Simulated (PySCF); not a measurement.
**ORD: `InChI=1S/C7H8/c1-3-7-5-4-6(7)2/h1,4-7H,2H3/t6-,7+/m0/s1`**

Molfile (atoms numbered from 1):
```
C7H8
     RDKit          3D

 15 15  0  0  0  0  0  0  0  0999 V2000
    2.4929   -0.6908   -0.7771 C   0  0  0  0  0  0  0  0  0  0  0  0
    1.5067   -0.0149   -0.7115 C   0  0  0  0  0  0  0  0  0  0  0  0
    0.3273    0.8053   -0.6078 C   0  0  2  0  0  0  0  0  0  0  0  0
    0.1834    1.6077    0.6682 C   0  0  0  0  0  0  0  0  0  0  0  0
   -0.9412    1.0084    1.0391 C   0  0  0  0  0  0  0  0  0  0  0  0
   -0.9947    0.0895   -0.1553 C   0  0  2  0  0  0  0  0  0  0  0  0
   -0.8967   -1.3972    0.1362 C   0  0  0  0  0  0  0  0  0  0  0  0
    3.3564   -1.2820   -0.8458 H   0  0  0  0  0  0  0  0  0  0  0  0
    0.2125    1.3973   -1.5212 H   0  0  0  0  0  0  0  0  0  0  0  0
    0.8023    2.3848    1.0781 H   0  0  0  0  0  0  0  0  0  0  0  0
   -1.6049    1.1121    1.8785 H   0  0  0  0  0  0  0  0  0  0  0  0
   -1.8313    0.2874   -0.8309 H   0  0  0  0  0  0  0  0  0  0  0  0
   -0.7310   -1.9556   -0.7828 H   0  0  0  0  0  0  0  0  0  0  0  0
   -1.8175   -1.7487    0.5976 H   0  0  0  0  0  0  0  0  0  0  0  0
   -0.0687   -1.5953    0.8128 H   0  0  0  0  0  0  0  0  0  0  0  0
  1  2  3  0
  2  3  1  0
  3  4  1  0
  4  5  2  0
  5  6  1  0
  6  7  1  0
  6  3  1  0
  1  8  1  0
  3  9  1  6
  4 10  1  0
  5 11  1  0
  6 12  1  6
  7 13  1  0
  7 14  1  0
  7 15  1  0
M  END
```

Level of theory: PySCF, TDDFT wB97X-D/aug-cc-pVDZ circular dichroism and optical rotation, one conformer, gas phase. Geometry: GFN2-xTB.

Singlets 6 and 7 lie within 0.01 eV of each other, so their separate moments and overlaps can depend on how they mix.

Stereocentres: C3 R, C6 S.

(1) What is the specific rotation at 633, 589.3, 546, 436, 405, 365, 355 nm?

(2) And for the mirror image at 589.3 nm?

(3) What is the molar rotation [Φ] = [α]·M/100 of the geometry above at 589.3 nm?

Results:

(1) [α] in deg dm⁻¹ (g/mL)⁻¹:
| λ (nm) | origin-invariant length gauge | modified velocity gauge | length gauge (centre of mass) | isotropic polarisability (au) |
| --- | --- | --- | --- | --- |
| 633 | -107.6 | -104.4 | -107.6 | 80.8 |
| 589.3 | -127.2 | -123.4 | -127.2 | 81.1 |
| 546 | -152.7 | -148.2 | -152.7 | 81.5 |
| 436 | -271.7 | -263.8 | -271.7 | 83.4 |
| 405 | -333.8 | -324.2 | -333.8 | 84.2 |
| 365 | -455.4 | -442.6 | -455.3 | 85.7 |
| 355 | -497.3 | -483.4 | -497.2 | 86.1 |

(2) +127.2 deg dm⁻¹ (g/mL)⁻¹ (origin-invariant length gauge): the same size and the opposite sign.

(3) With M = 92.14 g/mol, -117.2 deg cm² dmol⁻¹ (origin-invariant length gauge).

The first excitation lies at 6.46 eV (192 nm) with R = -2.3 × 10⁻⁴⁰ esu² cm² (velocity form).
